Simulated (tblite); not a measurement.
Species: C6H10BBrO.
Numbering: `[CH2:1]=[CH:2][C@@H:3]1[CH2:4][O:5][CH2:6][C@@H:7]1[BH:8][Br:9]` (hydrogens: H10, H11 on C1; H12 on C2; H13 on C3; H14, H15 on C4; H16, H17 on C6; H18 on C7; H19 on B8)

Computed with GFN2-xTB (tblite), gas phase: L-BFGS steps from a force-field or distance-geometry start until the largest atomic force falls under 0.01 eV/Å.

Step 60: E = -743.6373 eV
```
atom  x, y, z in Å  |  force x, y, z in eV/Å
C1      1.4648    2.0925   -0.2762    0.006   0.015  -0.014
C2      1.2128    0.8287   -0.5648   -0.034   0.009  -0.015
C3      0.7144   -0.1569    0.4503    0.005   0.004  -0.016
C4      0.6910   -1.6188   -0.0303    0.015   0.013  -0.006
O5     -0.5406   -2.1916    0.3806    0.016  -0.008  -0.013
C6     -1.1510   -1.3196    1.2986   -0.001  -0.002  -0.015
C7     -0.7734    0.0998    0.8379    0.052   0.023  -0.017
B8     -1.6285    0.5765   -0.4064    0.011   0.017  -0.031
Br9    -2.5180    2.2064   -0.3585    0.011   0.002   0.017
H10     1.3539    2.4786    0.7246    0.017   0.006  -0.021
H11     1.7841    2.7947   -1.0256    0.024   0.017  -0.001
H12     1.3266    0.4630   -1.5771   -0.014   0.015   0.012
H13     1.3244   -0.0730    1.3565   -0.029  -0.031  -0.002
H14     0.7423   -1.6872   -1.1221   -0.022  -0.024   0.007
H15     1.5245   -2.1951    0.3885    0.014   0.022   0.027
H16    -2.2225   -1.5226    1.2889   -0.039  -0.016  -0.003
H17    -0.7615   -1.4898    2.3130   -0.015  -0.035   0.043
H18    -0.8206    0.7985    1.6765   -0.016  -0.002   0.037
H19    -1.7326   -0.0748   -1.3732    0.001  -0.026   0.012
```

Step 61: E = -743.6379 eV
```
atom  x, y, z in Å  |  force x, y, z in eV/Å
C1      1.4677    2.0913   -0.2777    0.024   0.017  -0.016
C2      1.2116    0.8285   -0.5665   -0.050   0.018  -0.011
C3      0.7142   -0.1550    0.4505   -0.003   0.006  -0.005
C4      0.6955   -1.6173   -0.0272    0.005   0.005  -0.004
O5     -0.5394   -2.1894    0.3740    0.009  -0.028  -0.001
C6     -1.1523   -1.3222    1.2950    0.006   0.022  -0.027
C7     -0.7748    0.0989    0.8376    0.047   0.034  -0.023
B8     -1.6330    0.5770   -0.4048    0.009   0.008  -0.022
Br9    -2.5151    2.2112   -0.3544    0.016  -0.004   0.012
H10     1.3653    2.4772    0.7238    0.009   0.001  -0.015
H11     1.7869    2.7929   -1.0271    0.025   0.026  -0.017
H12     1.3177    0.4620   -1.5792   -0.012   0.023   0.008
H13     1.3231   -0.0663    1.3565   -0.024  -0.036   0.008
H14     0.7555   -1.6874   -1.1183   -0.023  -0.028  -0.001
H15     1.5264   -2.1925    0.3987    0.009   0.022   0.031
H16    -2.2247   -1.5240    1.2811   -0.007  -0.022   0.010
H17    -0.7626   -1.4933    2.3098   -0.034  -0.044   0.022
H18    -0.8228    0.7962    1.6776   -0.015  -0.006   0.030
H19    -1.7489   -0.0785   -1.3680    0.007  -0.015   0.019
```

Problem. Estimate the geometry and energy of step 62. (The exact step hangs on the optimiser's Hessian estimate; all steps are aligned on step 61, rigid shifts and turns removed.)

Solution. E = -743.6386 eV, largest force 0.067 eV/Å
```
atom  x, y, z in Å  |  force x, y, z in eV/Å
C1      1.4715    2.0902   -0.2798    0.036   0.017  -0.017
C2      1.2097    0.8286   -0.5686   -0.050   0.029  -0.003
C3      0.7139   -0.1528    0.4503   -0.011   0.007   0.006
C4      0.7008   -1.6159   -0.0240   -0.007  -0.006   0.000
O5     -0.5370   -2.1880    0.3682   -0.001  -0.036   0.014
C6     -1.1534   -1.3247    1.2905    0.010   0.035  -0.027
C7     -0.7757    0.0985    0.8363    0.020   0.028  -0.016
B8     -1.6384    0.5780   -0.4036    0.012  -0.003  -0.004
Br9    -2.5122    2.2168   -0.3485    0.020  -0.009   0.004
H10     1.3769    2.4755    0.7225    0.002  -0.001  -0.007
H11     1.7912    2.7916   -1.0287    0.024   0.031  -0.031
H12     1.3093    0.4612   -1.5814   -0.012   0.029  -0.002
H13     1.3210   -0.0597    1.3566   -0.013  -0.035   0.016
H14     0.7687   -1.6889   -1.1140   -0.018  -0.029  -0.008
H15     1.5291   -2.1889    0.4101    0.005   0.023   0.030
H16    -2.2267   -1.5266    1.2723    0.030  -0.022   0.017
H17    -0.7652   -1.4971    2.3069   -0.051  -0.043  -0.009
H18    -0.8254    0.7936    1.6786   -0.010  -0.013   0.015
H19    -1.7679   -0.0821   -1.3623    0.014  -0.002   0.024
```

The energy changes by -0.0007 eV. The first-order estimate −F·Δx gives -0.0009 eV and the mean of the old and new forces, exact on a quadratic surface, -0.0007 eV. The step makes an angle of 81° with the force vector and moves no atom by more than 0.020 Å.

The cost below is that of the whole relaxation. On one thread, Arm Neoverse N1 (aarch64), shared host with 64 logical CPUs at a one-minute load of 60, this took 1.7 s.
